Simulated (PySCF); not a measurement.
Ni (nickel, neutral) across methods

[Ar] 3d7 4s2 4p1, one real determinant (an excited configuration). Computed with PySCF 2.14 in def2-QZVPPD (11s6p5d4f2g, 100 functions), with no relativity, point nucleus. The B2PLYP total includes its PT2 part (frozen core); its orbital energies are those of the SCF part.

| method | E (hartree) | mean ε 4s α (eV) | mean ε 4s β (eV) | mean ε 4p α (eV) | Σ⟨r²⟩ (bohr²) | ⟨S²⟩ |
| --- | --- | --- | --- | --- | --- | --- |
| BP86 | -1508.187 | -8.405 | -7.323 | -3.119 | 43.56 | 6.004 |
| B3LYP | -1508.028 | -9.073 | -7.961 | -3.577 | 43.82 | 6.005 |
| BLYP | -1508.048 | -8.108 | -7.201 | -2.800 | 44.10 | 6.004 |
| UHF | -1506.64501 | -11.573 | -9.343 | -5.672 | 44.86 | 6.010 |
| r2SCAN | -1507.959 | -8.512 | -7.276 | -3.279 | 43.30 | 6.009 |
| LDA | -1505.268 | -8.470 | -7.390 | -3.040 | 43.50 | 6.003 |
| PBE0 | -1507.748 | -9.279 | -7.904 | -3.845 | 43.60 | 6.006 |
| PBE | -1507.710 | -8.267 | -7.133 | -3.037 | 43.80 | 6.004 |
| B2PLYP | -1507.712 | -10.116 | -8.575 | -4.425 | 44.13 | 6.007 |

⟨L²⟩ = 13.95 against 20 for a pure G term, so this real determinant mixes terms.
